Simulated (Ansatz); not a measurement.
`N[SiH]([GaH2])BF` + HBr → `FBBr` + `N[SiH2][GaH2]` at 400 K and 1 bar (cleavage of the B–Si bond).

Calculated with Ansatz (gas phase, PBE0-D4/def2-TZVP geometries, no zero-point term in ΔE). CBS: MP2 limit from def2 TZ/QZ plus the TZ coupled-cluster correction, frozen cores. For Br, Ga outer-core shells are correlated without core-valence functions, which leaves a few kJ/mol of doubt a bond. Scalar relativity is left out up to krypton. One conformer a species, not always the lowest.

```json
{"species": "`N[SiH]([GaH2])BF`", "CCSD(T)/CBS energy (Eh)": "-2395.96194", "H − E (kJ/mol)": "208.3", "S (J/(mol·K))": "445.1"}
{"species": "HBr", "CCSD(T)/CBS energy (Eh)": "-2573.91920", "H − E (kJ/mol)": "27.6", "S (J/(mol·K))": "207.2"}
{"species": "`FBBr`", "CCSD(T)/CBS energy (Eh)": "-2698.59010", "H − E (kJ/mol)": "58.3", "S (J/(mol·K))": "288.8"}
{"species": "`N[SiH2][GaH2]`", "CCSD(T)/CBS energy (Eh)": "-2271.33200", "H − E (kJ/mol)": "178.4", "S (J/(mol·K))": "370.7"}
```

H − E and S are ideal-gas, rigid-rotor, harmonic terms from PBE0-D4/def2-TZVP, for one conformer and one mirror image of each species. 1 Eh = 2625.50 kJ/mol, R = 8.31446 J/(mol·K).

Problem. By hand: ΔE, ΔH, ΔS and ΔG.

Solution. ΔE = (-2698.59010) + (-2271.33200) − (-2395.96194) − (-2573.91920) = -0.04096 Eh = -107.5 kJ/mol. Δ(H − E) = 58.3 + 178.4 − 208.3 − 27.6 = 0.8, so ΔH = -106.7 kJ/mol. ΔS = 288.8 + 370.7 − 445.1 − 207.2 = 7.2 J/(mol·K). ΔG = -106.7 − 400 × (7.2)/1000 = -109.6 kJ/mol.

Problem. By hand: the equilibrium constant, and the temperature at which ΔG would vanish if ΔH and ΔS stayed fixed.

Solution. log₁₀ K = −ΔG/(RT ln 10) = 14.3. ΔH and −TΔS have one sign here, so there is no such temperature.

The number of gas molecules stays the same, so ΔS is small and ΔH decides. A doubt of 5 kJ/mol in ΔE shifts log₁₀ K by 0.7 here. Other conformers and mirror images would add mixing entropy, several J/(mol·K) or more a flexible species. Modes under 60 cm⁻¹, often nearly free rotors, make the harmonic entropy too high. These are equilibria of isolated gas molecules and say nothing of rates. Largest T1 diagnostic: 0.014 (customary marks: 0.02 for closed shells, 0.045 for open ones).

ΔS is within the doubt of such terms, so its sign, and with it that verdict, could turn.
